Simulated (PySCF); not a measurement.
Core-level binding energies of PP3SeSeSe nortricyclane

PP3SeSeSe nortricyclane, P4Se3.
Bonds: P1–Se2, P1–Se5, P1–Se7, Se2–P3, P3–P4, P3–P6, P4–Se5, P4–P6, P6–Se7.

Method: delta-SCF UKS SCAN, pcX-2 on the ionised atom, pcseg-1 elsewhere, spin-free X2C in PySCF. These are vertical core ionisation energies against the vacuum level, from separate self-consistent calculations with and without the core hole.

Q: Give the core binding energies atom by atom.

A: 
```json
{"atom(s)": "P1", "environment": "phosphorus bonded to 3 Se", "level": "P 2p3/2", "binding energy (eV)": "137.37", "2p1/2 (eV)": "138.27", "above the level's lowest (eV)": "+0.74", "count": "1"}
{"atom(s)": "P1", "environment": "phosphorus bonded to 3 Se", "level": "P 1s", "binding energy (eV)": "2151.02", "2p1/2 (eV)": "–", "above the level's lowest (eV)": "+0.78", "count": "1"}
{"atom(s)": "P3/P4/P6", "environment": "phosphorus bonded to 2 P and Se", "level": "P 2p3/2", "binding energy (eV)": "136.63", "2p1/2 (eV)": "137.52", "above the level's lowest (eV)": "0.00", "count": "3"}
{"atom(s)": "P3/P4/P6", "environment": "phosphorus bonded to 2 P and Se", "level": "P 1s", "binding energy (eV)": "2150.24", "2p1/2 (eV)": "–", "above the level's lowest (eV)": "0.00", "count": "3"}
```

Lowest listed P 1s: P3/P4/P6, bonded to Se and 2 P. Highest, 0.78 eV above it: P1, bonded to 3 Se.

The listed P 2p3/2 values span 0.74 eV, from P3/P4/P6 (bonded to Se and 2 P) to P1 (bonded to 3 Se).

Q: Which photon energy gives electrons from P 2p3/2 of P1 a kinetic energy of 50 eV, and what is their de Broglie wavelength?

A: hν = 137.37 + 50 = 187.37 eV, recoil neglected; λ = 12.264 Å/√(E/eV) = 1.73 Å.

Q: Give the binding energy of P 2p3/2 of P1 in hartree and in kJ/mol.

A: 137.37 eV = 5.0483 Eh = 13254 kJ/mol.

Atoms equivalent by their bonding share one computed value, that of the first of them. Spin–orbit and ligand-field terms were added within each 2p shell after the spin-free SCF. 2p1/2 minus 2p3/2 (ligand field included): P 0.89 eV. No level of selenium is listed. One conformer (not necessarily the lowest) at the PBE0-D3(BJ)/def2-SVP geometry, without solvent, vibrations or thermal averaging.

On Arm Neoverse V1, one thread (shared host), this took 28 s of wall time and 0.62 GiB of memory at its peak.
